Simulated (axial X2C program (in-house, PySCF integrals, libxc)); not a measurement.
How long does AsO⁻ take?

A bond scan computed with an axial X2C code built on PySCF integrals. Basis: As dyall-acv3z [10s10p7d5f1g], O dyall-av3z [7s6p3d2f] (cores contracted in-house).

Input:
```json
{"zs": [33, 8], "q": -1, "bas": ["dyall-acv3z", "dyall-av3z"], "levels": ["PBE0", "HF", "B97-3"], "cc": true, "r0": 1.71, "thr": -2.0, "nmax": 90, "npts": 10, "nst": 2, "ntry": 6}
```
```bash
python so2c.py task.json out
```

Keys: zs atomic numbers; q charge; bas basis sets; levels methods; cc coupled cluster on or off; r0 starting distance in Å; thr threshold in hartree for freezing inner shells (an s shell follows its p shell); nmax most natural virtual spinors; npts points on the curve; nst determinants followed; ntry starts of the search. HF also brings MP2.

Hardware: 1 thread of Arm Neoverse V2, with other jobs on the host.

Wall time of one point of each curve, integrals apart:

```tsv
Hamiltonian	level	points	seconds a point
spin-free	PBE0	10	0.65
spin-free	HF	10	0.36
spin-free	CCSD(T) (12 electrons, 89 virtuals)	7	3.8
spin-free	B97-3	10	0.64
2c	PBE0	10	0.87
2c	HF	10	0.62
2c	CCSD(T) (12 electrons, 90 virtuals)	7	4.3
2c	B97-3	10	0.85
```

The rest:

Search with its distance optimisation 14 s, atoms 19 s, whole task 130 s. Coupled cluster runs on the points near the minimum only. The program drops outer points, and coupled cluster, when its time limit (not in the input) nears; MP2, further determinants and curves that did not converge are not in the table.
